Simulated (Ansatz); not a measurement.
Relative stability

The two ends of one reaction step of SiH2ClF3, singlet (PBE0-D4/def2-TZVP).

A:

Si1  (-0.806, 0.102, -0.406)
F2  (1.775, -0.919, 1.240)
F3  (-0.205, -0.931, -1.430)
F4  (-2.110, 0.713, -1.047)
H5  (-1.121, -0.534, 0.872)
H6  (1.940, -0.057, 0.949)
Cl7  (0.528, 1.626, -0.178)
(Å)

B:

```xyz
7
angstrom
Si -0.9057 -0.7774 -0.0865
F 0.2953 -0.0936 0.6828
F -0.3179 -1.4839 -1.3599
F -1.8874 0.3584 -0.5467
H -1.5794 -1.7361 0.7850
H 1.7977 1.4018 0.4495
Cl 2.5974 2.3308 0.0758
```

Program: Ansatz 0.2.0. Basis: def2-TZVPP. Cores are frozen in the correlated methods. B3LYP uses VWN-RPA correlation.

(1) Which structure is lower at CCSD(T), and by how much? (An estimate is asked for; the value comes from the calculation.)

No T1 diagnostic of these runs exceeds 0.011.

## Answers

(1) Computed: B, by 0.583 eV (electronic energy, against the other). By their contacts, A is a complex of SiHClF₂ ([F][SiH]([F])[Cl]) + HF and B is a complex of SiHF₃ ([F][SiH]([F])[F]) + HCl.

All methods give the same order:

| method | E(B) − E(A) (eV) |
| --- | --- |
| SPW92 | -0.416 |
| PBE-D4 | -0.414 |
| BLYP-D4 | -0.517 |
| r2SCAN-D4 | -0.506 |
| B97M-V | -0.550 |
| PBE0-D4 | -0.447 |
| B3LYP-D4 | -0.541 |
| r2SCAN0-D4 | -0.513 |
| BHLYP-D4 | -0.582 |
| CAM-B3LYP-D4 | -0.592 |
| wB97X-V | -0.514 |
| wB97M-V | -0.500 |
| B2PLYP | -0.592 |
| PBE-QIDH | -0.510 |
| RPA on PBE | -0.620 |
| HF | -0.731 |
| MP2 | -0.539 |
| CCSD | -0.615 |
| CCSD(T) | -0.583 |

Labels in which every atom is bracketed show which atoms are joined, not bond orders.

For scale, one of the runs: CCSD(T)/def2-TZVPP, 205 basis functions, launched by `ansatz run in.yaml --threads 4 --pin off --events-out ev --progress --plain --max-ram 9574MiB`. The run took 73 s on 4 CPU threads of an Arm Neoverse V1 (shared host), with 2.8 GiB of host memory at its peak.
